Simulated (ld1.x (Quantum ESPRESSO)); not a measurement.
# Reading a pseudo-wave (Al (Z = 13))

Columns: radius, all-electron u(r) and pseudo u(r) of the 3s shell (level -7.77 eV) of aluminium in the configuration [Ne] 3s2 3p1; PW91, non-relativistic, TM semilocal scheme, ld1.x (Quantum ESPRESSO) 7.5.

```json
{"r (bohr)": "0.150", "all-electron": "0.0255", "pseudo": "0.0356"}
{"r (bohr)": "0.300", "all-electron": "-0.2354", "pseudo": "0.0729"}
{"r (bohr)": "0.450", "all-electron": "-0.2935", "pseudo": "0.1135"}
{"r (bohr)": "0.600", "all-electron": "-0.2062", "pseudo": "0.1592"}
{"r (bohr)": "0.750", "all-electron": "-0.0564", "pseudo": "0.2115"}
{"r (bohr)": "0.900", "all-electron": "0.1061", "pseudo": "0.2714"}
{"r (bohr)": "1.050", "all-electron": "0.2561", "pseudo": "0.3386"}
{"r (bohr)": "1.200", "all-electron": "0.3830", "pseudo": "0.4111"}
{"r (bohr)": "1.350", "all-electron": "0.4840", "pseudo": "0.4843"}
{"r (bohr)": "1.500", "all-electron": "0.5606", "pseudo": "0.5521"}
{"r (bohr)": "1.650", "all-electron": "0.6154", "pseudo": "0.6080"}
{"r (bohr)": "1.800", "all-electron": "0.6509", "pseudo": "0.6473"}
{"r (bohr)": "1.950", "all-electron": "0.6698", "pseudo": "0.6688"}
{"r (bohr)": "2.100", "all-electron": "0.6748", "pseudo": "0.6747"}
{"r (bohr)": "2.250", "all-electron": "0.6686", "pseudo": "0.6686"}
{"r (bohr)": "2.400", "all-electron": "0.6536", "pseudo": "0.6536"}
{"r (bohr)": "2.550", "all-electron": "0.6319", "pseudo": "0.6319"}
{"r (bohr)": "2.700", "all-electron": "0.6053", "pseudo": "0.6053"}
{"r (bohr)": "2.850", "all-electron": "0.5754", "pseudo": "0.5754"}
{"r (bohr)": "3.000", "all-electron": "0.5433", "pseudo": "0.5433"}
{"r (bohr)": "3.150", "all-electron": "0.5101", "pseudo": "0.5101"}
{"r (bohr)": "3.300", "all-electron": "0.4765", "pseudo": "0.4765"}
{"r (bohr)": "3.450", "all-electron": "0.4433", "pseudo": "0.4433"}
{"r (bohr)": "3.600", "all-electron": "0.4107", "pseudo": "0.4107"}
{"r (bohr)": "3.750", "all-electron": "0.3793", "pseudo": "0.3793"}
{"r (bohr)": "3.900", "all-electron": "0.3493", "pseudo": "0.3493"}
```

Q: How many radial nodes do the two functions have?

A: The all-electron 3s function has n − l − 1 = 2; the pseudo-wave has 0, since the states of the same l below it are removed with the core.

Q: At about which radius was the pseudo-wave matched?

A: 2.30 bohr. The columns agree to 0.0005 from 2.10 bohr on; several derivatives are matched, so the curves merge somewhat inside the radius.

Q: Where does each function peak?

A: Outermost all-electron maximum near 2.10 bohr, pseudo maximum near 2.10 bohr (to the table’s step).

Q: Is the pseudo-wave norm-conserving?

A: Yes: the TM semilocal scheme keeps the norm inside the radius equal to the all-electron one, which fixes the energy derivative of the logarithmic derivative at the level.
